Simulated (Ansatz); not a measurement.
BH₇OSSi₂ at its PBE0-D4/def2-TZVP geometry, where that method's forces vanish. Total charge 0; spin multiplicity 1. The bonds changed during the relaxation, so this is another structure than the one it started from.

```xyz
12

B    -0.3918    0.9443    1.1868
Si   -0.3148    0.7571   -0.8094
O     1.1882    1.1230   -1.4227
Si   -0.3425   -1.5369   -0.2717
S     0.6079   -0.7627    1.6082
H     0.1369    1.8522    1.7680
H    -1.4992    0.6617    1.5822
H    -1.3667    1.2327   -1.7567
H     1.3249    0.9836   -2.3607
H     0.4882   -2.6653   -0.7848
H    -1.6098   -2.1061    0.2589
H     1.7786   -0.4835    1.0021
```

Task: What forces (eV/Å) does B3LYP-D4/def2-TZVPP give on these atoms in Ansatz? (Best estimate.)

Result: Computed: 
```
B1  -0.177  0.303  0.113
Si2 -0.224  0.084 -0.037
O3   0.089  0.013 -0.067
Si4 -0.109 -0.290 -0.156
S5   0.233 -0.134  0.189
H6  -0.059 -0.089 -0.067
H7   0.110  0.051 -0.027
H8   0.055 -0.022  0.051
H9   0.058  0.019 -0.032
H10 -0.050  0.062  0.023
H11  0.074  0.022 -0.042
H12  0.000 -0.018  0.051
```

B3LYP here is the variant with VWN-RPA as its local correlation; programs differ in this.
